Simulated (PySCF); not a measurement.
BiI3, SMILES [I][Bi]([I])[I] (connectivity only; charge and spin as stated), charge -1, multiplicity 2. Atoms are numbered in the order given.

```xyz
4

Bi     0.0000     0.0000     0.0000
I      3.0023     0.0000     0.0000
I     -1.5011     2.6000     0.0000
I     -1.5011    -2.6000     0.0000
```
Charge -1, spin multiplicity 2.

Geometry optimised at PBE0-D3(BJ)/def2-SVPD. The multiplicity is an assumed one; no other spin state was optimised. The isomer is the one that the SMILES or the coordinates give; other isomers of the formula were not compared. The def2 effective core potentials stand for the cores of Bi, I; spin–orbit coupling is left out.

Computed with C-PCM-B3LYP/def2-SVPD in PySCF.

The values are the electrostatic part of the solvation free energy, E(continuum) − E(gas) at the gas-phase geometry, in a cavity of scaled van der Waals radii (PySCF's table); cavitation and dispersion terms are not included. A continuum can't describe solvent molecules that bind to the metal.

Computed values in water (ε = 78.36), chlorobenzene (ε = 5.70), dichloromethane (ε = 8.93):
```tsv
solvent	ε	ΔG(elec) (kcal/mol)
water	78.36	-37.9
chlorobenzene	5.70	-31.6
dichloromethane	8.93	-34.1
```
